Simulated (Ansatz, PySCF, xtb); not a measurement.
Dimer: AsH3 (SMILES [AsH3]) (first 4 atoms) with H4OSi (SMILES O[SiH3]); geometry from B3LYP-D3(BJ)/def2-TZVP.
(charge 0, multiplicity 1):
```xyz
10

As    -0.093     0.060     0.409
H     -0.227     0.081    -1.113
H     -0.257    -1.452     0.469
H      1.425    -0.041     0.334
O      0.811    -0.825     3.417
Si    -0.197     0.167     4.280
H      1.755    -0.777     3.589
H     -0.061    -0.075     5.738
H     -1.564    -0.167     3.837
H      0.091     1.598     4.020
```

Interaction energies are E(AB) − E(A) − E(B) at the monomers' geometry in the complex; basis-set methods are counterpoise corrected.

Correlated levels freeze the cores. Filled d and f shells under p-block atoms count as core. Rows in 6-31G* carry no dispersion term and start afresh at each structure (6-31G* with six Cartesian d functions); the Pople sets are all-electron and without relativity. MP2/6-31G* freezes PySCF's default core, which leaves 3d correlated.

Run with Ansatz (Gaussian orbitals); PySCF for 6-31G* rows, the dispersion terms; xtb for the GFN methods. Values without a source in brackets are computed.

```csv
level,interaction energy (kJ/mol)
GFN1-xTB,-15.1
HF/6-31G*,1.9
PBE/def2-TZVPPD,-2.5
revPBE/def2-TZVPPD,4.1
BHLYP-D3(BJ)/def2-TZVPPD,-9.3
BHLYP-D4/def2-TZVPPD,-10.1
B2PLYP-D3(BJ)/def2-TZVPPD,-7.4
B2PLYP-D4/def2-TZVPPD,[?]
MP2/6-31G*,[?]
```

Complete the blanks.


- B2PLYP-D4/def2-TZVPPD, interaction energy (kJ/mol): -6.8
- MP2/6-31G*, interaction energy (kJ/mol): -1.5

Ansatz is a program for electronic structure.
